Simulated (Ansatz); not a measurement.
A structure relaxed at PBE0-D4/def2-TZVP, charge 0, multiplicity 1:

```csv
atom,x (Å),y (Å),z (Å)
C1,0.7389,1.1874,-0.8440
Mo2,-0.2469,-0.2484,0.3497
N3,1.0004,-0.8644,1.3690
N4,-0.7988,-1.4270,-0.7851
O5,-1.6501,0.5492,1.3368
H6,1.5679,0.7501,-1.4012
H7,1.1261,1.9722,-0.1882
H8,0.0198,1.6118,-1.5500
H9,1.6080,-1.5650,1.7691
H10,-0.7940,-2.3615,-1.1716
H11,-2.5713,0.3956,1.1155
```

Question: Give its formula and SMILES.

Answer: CH6MoN2O, `[CH3][Mo](=[NH])(=[NH])[OH]`.

Question: Summarise the bond lengths by kind.

Answer: 1 × C–Mo 2.112 Å; 3 × C–H 1.090 to 1.094 Å; 2 × Mo–N 1.725 to 1.727 Å; 1 × Mo–O 1.892 Å; 2 × H–N 1.010 to 1.011 Å; 1 × H–O 0.960 Å.

Results of the Gaussian-basis code of Ansatz.
